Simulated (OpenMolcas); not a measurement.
## Pd2+: moving or changing the point charges

Pd2+ among 6 point charges of -1.7 e arranged as a tetragonal octahedron (D4h), 2.03 Å from the ion, with the axial distance 2.375 Å. The active orbitals were held to one l.
```
   2.0300    0.0000    0.0000  -1.70
   0.0000    2.0300    0.0000  -1.70
  -2.0300    0.0000    0.0000  -1.70
   0.0000   -2.0300    0.0000  -1.70
   0.0000    0.0000    2.3751  -1.70
   0.0000    0.0000   -2.3751  -1.70
```

| Property | Result |
| --- | --- |
| Program | OpenMolcas |
| Method | CASSCF |
| Basis | ANO-RCC-VDZP [6s5p3d1f] |
| Scalar Hamiltonian | DKH2, point nucleus |
| Active space | 8 electrons in 5 orbitals (4d) |
| State averaging | 2S+1 = 3 even, 10 roots; 2S+1 = 1 even, 15 roots |
| Spin-orbit coupling | state interaction with AMFI integrals over the reference wave functions |

Runs around this geometry, states (labels of D4, the rotations of D4h). Energies in cm-1 above the lowest state or level, χT in cm3 K/mol.

```tsv
R (Å)	Axial / equatorial distance	Ground state	First state of that spin	First gap with spin-orbit (degeneracies)	χT at 300 K	First state of another spin
1.91	1.17	3B1	3E 7012	25.0 (1, 2)	1.791	1A1 10896
2.03	1.17	3B1	3E 5363	21.6 (1, 2)	1.981	1A1 11560
2.03	1.26	3B1	3E 4322	30.6 (1, 2)	2.080	1A1 9717
```

Taking the first state of the same spin as R^-n, n = -ln(5363 / 7012) / ln(2.03 / 1.91) = 4.4 between the shortest and longest distance.

Without dynamic correlation the repulsion within the d shell is too large (B by tens of per cent), so at a given field states of lower spin stand too high. Real 4d8 and 5d8 ions are as a rule square planar and diamagnetic. Point charges give a weaker field than real ligands, and real ions of this kind are as a rule low spin; the high spin found here belongs to the model. This is an electrostatic model: the charges have no orbitals. No measured value stands beside these numbers.
